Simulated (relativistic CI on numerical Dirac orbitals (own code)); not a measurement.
## Fe⁵⁺: 2p photoemission

Computed with this model: Dirac-Coulomb-Breit CI, separate exchange-only KLI orbitals for each configuration, model QED (radiative potential, 1s self-energy scaled to tabulated hydrogen-like ionisation energies), valence Slater integrals scaled by 0.8, multiplet model of photoemission in the sudden approximation; configurations [Ar] 3d3 → [He] 2s2 2p5 3s2 3p6 3d3; 300 K; Lorentzian 0.5 eV and Gaussian 0.6 eV FWHM. Energies are those of the free ion, without screening or charge transfer. The energies are binding energies and can lie tens of eV above those of solids. S is read from ⟨S²⟩ = S(S + 1).

Field parameters in Wybourne normalisation: D4h B²₀ = −7Ds, B⁴₀ = 21(Dq − Dt), B⁴₄ = 21√(5/14) Dq. The field is a parameter set, without covalency.

Computed curve for free ion, scaled to 100 at the maximum (points under 2 are left out and the grid is thinned):

Energy (eV), Intensity and a bar:
```
    814.3        2.1 
    814.7        2.8 
    815.0        3.6 
    815.4        5.5 #
    815.7        8.4 ##
    816.1       18.6 #####
    816.4       40.5 ############
    816.8       88.4 ###########################
    817.1       98.8 ##############################
    817.5       66.8 ####################
    817.8       57.9 #################
    818.2       83.9 #########################
    818.5       90.6 ###########################
    818.9       69.3 #####################
    819.2       40.9 ############
    819.6       16.0 ####
    819.9        9.9 ##
    820.3        7.3 ##
    820.6        6.5 #
    821.0        5.8 #
    821.4        6.7 #
    821.7        8.7 ##
    822.1       10.5 ###
    822.4       14.1 ####
    822.8       19.4 #####
    823.1       15.0 ####
    823.5        7.4 ##
    823.8        4.9 #
    824.2        4.4 #
    824.5        4.1 #
    824.9        2.9 
    825.2        2.4 
    825.6        2.5 
    825.9        2.4 
    829.3        2.4 
    829.6        3.6 
    830.0        6.8 #
    830.3       11.2 ###
    830.7       26.6 ########
    831.0       42.2 ############
    831.4       36.0 ###########
    831.8       19.2 #####
    832.1       22.6 ######
    832.5       40.0 ############
    832.8       36.7 ###########
    833.2       19.4 #####
    833.5       13.0 ###
    833.9        7.9 ##
    834.2        7.0 ##
    834.6        6.3 #
    834.9        4.7 #
    835.3        4.0 #
    835.6        4.9 #
    836.0       10.0 ##
    836.3       13.4 ###
    836.7        9.7 ##
    837.0        6.4 #
    837.4        4.3 #
    837.7        3.2 
    838.1        2.2
```

The ground state has S = 1.50, and the centroid lies at 822.87 eV.
